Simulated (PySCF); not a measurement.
## Radial density of In- (indium, charge -1)

wB97X, [Kr] 4d10 5s2 5p2, high-spin 3P determinant. Calculation: PySCF 2.14, in aug-cc-pVTZ-DK3 (8s7p5d2f, 68 functions); scalar relativity by spin-free X2C-1e.

| r (bohr) | 4πr²ρ (e/bohr) | 4πr²(ρα − ρβ) |
| --- | --- | --- |
| 0.0312 | 57.22 | 0.0041 |
| 0.0525 | 58.51 | 0.0095 |
| 0.0883 | 80.22 | 0.0055 |
| 0.148 | 59.10 | -0.0041 |
| 0.250 | 64.53 | 0.0169 |
| 0.420 | 35.95 | 0.0001 |
| 0.707 | 20.80 | 0.0418 |
| 1.19 | 13.63 | -0.0135 |
| 2.00 | 2.955 | 0.2915 |
| 3.36 | 1.004 | 0.4556 |
| 5.66 | 0.2691 | 0.2166 |
| 9.51 | 0.04577 | 0.0457 |
| 16.0 | 0.003086 | 0.0031 |

Densities and radii are taken from the X2C orbitals without a picture-change correction, which distorts them close to the nucleus.

**Question.** Where is the radial spin density 4πr²(ρα − ρβ) most negative, and why is it negative at all?

**Answer.** Around r = 1.19 bohr, down to -0.0135 e/bohr: exchange with the open shell polarises the paired shells in an unrestricted calculation.
